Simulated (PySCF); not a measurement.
Work out the structure from these simulated measurements.

Formula: C5H9N3.

- 13C NMR: chemical shifts (computed TMS as zero) by class: 136.0 (1 C), 128.5 (1 C), 54.7 (1 C), 26.5 (2 C) ppm [GIAO PBE0/pcSseg-1]
- Dipole: 4.56 D [PBE0/def2-SVPD]
- Polarisability: 77.4 au [PBE0/def2-SVPD]
- Rotational structure: rotational constants A, B, C: 4.522, 1.500, 1.482 GHz [GFN2-xTB]
- UV, strongest line: among the 8 lowest singlet transitions: S2 at 6.70 eV (185 nm, f = 0.072) [TDDFT PBE0/def2-SVPD]
- 1H NMR: chemical shifts (computed TMS as zero) by class: 7.68 (1 H), 7.35 (1 H), 4.36 (1 H), 1.74 (6 H) ppm [GIAO PBE0/pcSseg-1]
- NMR, other nuclei: isotropic shieldings of nuclei other than C and H, by class: -127 (1 N), -124 (1 N), -15 (1 N) ppm [GIAO PBE0/pcSseg-1]

Gas-phase values; electronic properties from PySCF, density fitting. Levels stand in brackets. Isolated species at its GFN2-xTB geometry (one conformer only). Each NMR value is the plain mean over a class of atoms that symmetry, rotation or inversion makes alike.

Question: Propose a structure and show how it fits.

Answer: Numbering: `[CH3:1][CH:2]([CH3:3])[n:4]1[cH:5][cH:6][n:7][n:8]1`. Its formula, C5H9N3, gives 3 degrees of unsaturation: 1 ring and 2 π bonds in the structure found (Kekulé form). 5 carbons fall into 4 classes; from least to most shielded: aromatic CH next to a ring nitrogen [C6] (136.0 ppm), aromatic CH next to a ring nitrogen [C5] (128.5 ppm), chain sp3 carbon bound to nitrogen [C2] (54.7 ppm), methyl carbon [C1/C3] (26.5 ppm, 2 C). Hydrogen classes from least to most shielded: 1 H on an aromatic CH next to a ring nitrogen, C6 (7.68 ppm), 1 H on an aromatic CH next to a ring nitrogen, C5 (7.35 ppm), 1 H on an sp3 carbon bound to nitrogen, C2 (4.36 ppm), 6 H on 2 methyl carbons, C1/C3 (1.74 ppm, a mean of values up to 1.1 ppm apart in this geometry). The other shieldings belong to: -127 ppm, pyridine-type nitrogen [N8]; -124 ppm, pyridine-type nitrogen [N7]; -15 ppm, pyrrole-type nitrogen [N4]. By its constants the optimised geometry is a nearly prolate symmetric top. Structure: `CC(C)n1ccnn1`. Computed isomers that give other values at the same levels: `CCn1ncc(C)n1` (13C chemical shifts (computed TMS as zero) by class: 148.5 (1 C), 138.0 (1 C), 51.3 (1 C), 19.5 (1 C), 13.0 (1 C) ppm); `CCc1nncn1C` (13C chemical shifts (computed TMS as zero) by class: 158.4 (1 C), 147.1 (1 C), 30.8 (1 C), 22.6 (1 C), 16.1 (1 C) ppm); `CCc1n[nH]c(C)n1` (13C chemical shifts (computed TMS as zero) by class: 170.3 (1 C), 155.8 (1 C), 26.5 (1 C), 18.7 (1 C), 13.7 (1 C) ppm). The assignments are read from this structure; whether some other isomer fits the data as well wasn't checked.

Shape of the structure used: `[CH3:1][CH:2]([CH3:3])[n:4]1[cH:5][cH:6][n:7][n:8]1`: C1–C2–N4–C5 -120°.
